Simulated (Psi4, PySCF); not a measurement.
H$_{5}$O$_{4}$Si, charge +1, singlet, geometry from GFN2-xTB. Base run: PBE0/6-31G, TDDFT run with PySCF.

PySCF was given this input:
```python
from pyscf import gto, scf, dft, tdscf

mol = gto.Mole()
mol.atom = '''
    O     0.418740   -0.334219    1.575505
    Si    0.209308   -0.064383    0.028451
    O     0.069380   -1.250183   -1.021630
    O     0.881136    1.285613   -0.462660
    O    -1.571075    0.378977   -0.110937
    H     0.191441   -1.112023    2.082817
    H     0.762773   -1.733730   -1.464833
    H     1.576146    1.779287   -0.031398
    H    -1.823491    1.296245    0.067232
    H    -2.022620    0.030079   -0.894351
'''
mol.basis = '6-31g'
mol.charge = 1
mol.spin = 0
mol.verbose = 4
mol.build()

mf = dft.RKS(mol)
mf.xc = 'pbe0'
mf.kernel()
td = mf.TDDFT()
td.nstates = 5
td.kernel()
td.analyze()
```

Programs used: Psi4, PySCF; a row that names a program was run with it.

Variants of this job, named by their change:

```csv
change,first excitation (eV),oscillator strength of the first,second (eV)
base,8.10,0.008,8.47
functional = b3lyp,7.75,0.006,8.11
code = psi4,8.10,0.008,8.47
functional = wb97x,___,0.012,___
states = triplets; response = Tamm-Dancoff,___,-,___
conv_tol = 1e-3,8.10,0.008,8.47
nstates = 15,8.10,0.008,8.47
functional = bhandhlyp,8.91,0.012,9.28
functional = hf,10.40,0.024,10.75
guess vectors = 13 for 5 states,8.10,0.008,8.47
functional = camb3lyp,___,___,___
```

Task: What belongs in the gaps?

Result: 
- functional = wb97x, first excitation (eV): 8.67
- functional = wb97x, second (eV): 9.02
- states = triplets; response = Tamm-Dancoff, first excitation (eV): 7.65
- states = triplets; response = Tamm-Dancoff, second (eV): 7.99
- functional = camb3lyp, first excitation (eV): 8.29
- functional = camb3lyp, oscillator strength of the first: 0.010
- functional = camb3lyp, second (eV): 8.65

An iterative solver can miss low states, so a row lists the states that it found.
